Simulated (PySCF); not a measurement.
Changes within a family of molecules, several properties at once.

PySCF, CAM-B3LYP/def2-SVPD, density fitting, gas phase; each molecule at its own PBE0-D3(BJ)/def2-SVP geometry, one conformer. Singlet excitations by full TDDFT with frozen cores and triplets by Tamm–Dancoff TDDFT. 

Reference: `[H][Al]([H])[CH3]`, with HOMO energy -9.50 eV, LUMO energy -0.37 eV, lowest singlet excitation 5.40 eV, lowest triplet excitation 4.98 eV, mean polarisability 43.3 au and dipole moment 0.70 D.

Changes against it:

```
               molecule  Δ HOMO energy (eV)  Δ LUMO energy (eV)  Δ lowest singlet excitation (eV)  Δ lowest triplet excitation (eV)  Δ mean polarisability (au)  Δ dipole moment (D)
       [H][Al]([H])[Br]               -0.09               -0.48                             -0.17                             -0.06                        +6.9                +0.60
      [H][Al]([H])[C]#N               -1.15               -1.27                             -0.14                             -0.13                        -1.5                +2.81
     [H][Al]([H])[CH2]C               +0.60               -0.09                             -0.52                             -0.42                       +11.9                +0.10
 [H][Al]([H])[C](F)(F)F               -0.83               -0.95                             -0.02                             -0.03                         0.0                +1.71
     [H][Al]([H])[SiH3]               +0.62               -0.75                             -1.16                             -1.35                       +20.6                -0.48
       [H][Al]([H])[Cl]               -0.49               -0.39                             +0.12                             +0.12                        -1.2                +0.74
[H][Al]([H])[CH2][SiH3]               +0.07               -0.21                             -0.04                             +0.03                       +26.6                +0.29
      [H][Al]([H])[C]#C               +0.13               -0.56                             -0.66                             -0.60                        +6.9                -0.17
     [H][Al]([H])[CH]=C               +0.07               -0.33                             -0.36                             -1.05                       +11.2                +0.12
    [H][Al]([H])[N](C)C               +1.68               +0.55                             -0.21                             -0.81                       +21.4                +0.18
 [H][Al]([H])[CH2]C(C)C               +0.65               -0.05                             -0.50                             -0.40                       +35.2                +0.46
```

Rows whose labels were lost:

```
row  Δ HOMO energy (eV)  Δ LUMO energy (eV)  Δ lowest singlet excitation (eV)  Δ lowest triplet excitation (eV)  Δ mean polarisability (au)  Δ dipole moment (D)
  P               +0.86               -0.81                             -1.18                             -0.94                       +28.6                +1.69
  Q               +1.00               -0.06                             -0.21                             -0.60                       +21.2                +0.81
  R               +0.43               +0.64                             +0.83                             +0.30                        -4.3                +0.45
```

Which row belongs to which of `[H][Al]([H])[S]C`, `[H][Al]([H])[NH2]` and `[H][Al]([H])[N]=C=S`?

P = `[H][Al]([H])[N]=C=S`, Q = `[H][Al]([H])[S]C` and R = `[H][Al]([H])[NH2]`. P and Q are told apart most clearly by the lowest singlet excitation (-1.18 against -0.21 eV); P and R are told apart most clearly by the mean polarisability (+28.6 against -4.3 au); Q and R are told apart most clearly by the mean polarisability (+21.2 against -4.3 au).

Which row has the smallest HOMO–LUMO gap and which the largest, and does the HOMO or the LUMO shift more there?

Smallest, counted from the reference: P, -1.67 eV (HOMO +0.86, LUMO -0.81), the larger shift being that of neither alone. Largest: R, +0.21 eV (HOMO +0.43, LUMO +0.64), the larger shift being that of the LUMO.

Fit a straight line for the change of the HOMO energy against that of the LUMO energy over the labelled rows, and test it on P, Q and R.

Over the 11 labelled rows the slope is 1.37 eV/eV, the intercept +0.68 eV, r = 0.86 and the standard error 0.43 eV. P: predicted -0.43, computed +0.86 eV; Q: predicted +0.60, computed +1.00 eV; R: predicted +1.56, computed +0.43 eV. The mean miss is 0.94 eV, against 0.65 eV for guessing the labelled rows' mean: the line is of no use for them.
